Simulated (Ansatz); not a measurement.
Reaction (formal hydrolysis of a C–Cl bond): `O[SiH](S)CCl` + H₂O → `OC[SiH](O)S` + HCl

Program: Ansatz. Geometries: PBE0-D4/def2-TZVP. ΔE: electronic, gas phase. CCSD(T)/CBS is the MP2 limit (def2-TZVPP, def2-QZVPP) plus CCSD(T) − MP2 in def2-TZVPP, frozen cores. This one scheme is used for every species. DFT in def2-TZVPP. Each species was taken in one conformer, which may not be the lowest.

```tsv
level	ΔE (kJ/mol)
r2SCAN	35.2
CCSD/CBS(def2)	42.8
```

(1) What does CCSD(T)/CBS give? (An estimate is asked.)

Largest T1 diagnostic among the species: 0.011.

Results:

(1) Ansatz gave: +43.8 kJ/mol. The listed levels differ from it by -8.6, -1.0 kJ/mol.

The D4 term adds +3.8 kJ/mol with B3LYP and +2.0 kJ/mol with PBE0; it sums over pairs of atoms, weighted by their polarisabilities, and B3LYP, whose exchange is more repulsive, gets the larger term.

B3LYP here is the variant with VWN-RPA as its local correlation; programs differ in this.
